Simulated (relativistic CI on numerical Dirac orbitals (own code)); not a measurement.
## Magnetism of V⁴⁺, 3d, in a crystal field

Calculated by Dirac-Coulomb-Breit CI, KLI orbitals optimised for each configuration, model QED, valence Slater integrals scaled by 0.65, one configuration in a parametric crystal field (own radial code).

Field parameters in Wybourne normalisation: D3d B²₀ = −7Dσ, B⁴₀ = −14Dq − 21Dτ, B⁴₃ = −14√(10/7) Dq; D4h B²₀ = −7Ds, B⁴₀ = 21(Dq − Dt), B⁴₄ = 21√(5/14) Dq; Oh B⁴₀ = 21Dq, B⁴₄ = √(5/14) B⁴₀; Td as Oh with Dq negative (B⁴₀ = 21Dq, B⁴₄ = √(5/14) B⁴₀). The field is a parameter set, without covalency.

S is read from ⟨S²⟩ = S(S + 1).

Powder χT (cm³ K mol⁻¹) by Van Vleck's formula, with temperature-independent terms:

```csv
Field,2 K,5 K,10 K,20 K,50 K,100 K,200 K,300 K
"D3d, 10Dq = 23600, Dσ = -410, Dτ = 370 cm⁻¹",0.282,0.283,0.285,0.288,0.296,0.31,0.339,0.367
"D4h, 10Dq = 9050, Ds = -770, Dt = -610 cm⁻¹",0.00331,0.00754,0.0146,0.0287,0.0723,0.154,0.282,0.361
"D4h, 10Dq = 16300, Ds = 1230, Dt = 40 cm⁻¹",0.00338,0.0076,0.0146,0.0287,0.0714,0.149,0.278,0.351
"D4h, 10Dq = 34850, Ds = -1390, Dt = 780 cm⁻¹",0.355,0.355,0.355,0.356,0.358,0.361,0.367,0.373
"Oh, 10Dq = 17150 cm⁻¹",0.00346,0.00782,0.0151,0.0296,0.0733,0.146,0.274,0.363
"Oh, 10Dq = 30400 cm⁻¹",0.0031,0.00749,0.0148,0.0294,0.0733,0.146,0.275,0.363
"Td, 10Dq = -10950 cm⁻¹",0.344,0.345,0.345,0.346,0.349,0.354,0.363,0.373
"Td, 10Dq = -13100 cm⁻¹",0.35,0.35,0.35,0.351,0.353,0.357,0.365,0.373
```

(1) For D3d, 10Dq = 23600, Dσ = -410, Dτ = 370 cm⁻¹: what effective moment follows at 300 K?

Answers

(1) μ_eff = √(8χT) = 1.71 μB. The ground level has S = 0.50; the spin-only moment for S = 1/2 is 1.73 μB. The difference comes from the orbital moment, spin-orbit mixing of terms and temperature-independent paramagnetism, all larger in this ionic model than in covalent complexes.
